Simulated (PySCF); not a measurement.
**Correlation energy of Ti⁺ (titanium, charge +1)**

[Ar] 3d2 4s1, high-spin 4F determinant. Computed with PySCF 2.14 in ANO-RCC-VTZP (6s5p3d2f1g, 59 functions), with scalar relativity by spin-free X2C-1e. Frozen: [Ar]; 3 electrons correlated.

```json
{"level": "CCSD", "correlation energy (mhartree)": "-13.96"}
{"level": "(T)", "correlation energy (mhartree)": "-0.08"}
{"level": "CCSD(T)", "correlation energy (mhartree)": "-14.04"}
```

Diagnostics: T1 = 0.0059, D1 = 0.0099, largest double amplitude 0.026.

Cost of the coupled-cluster step: roughly 0.7 core-seconds, for 3 correlated electrons.
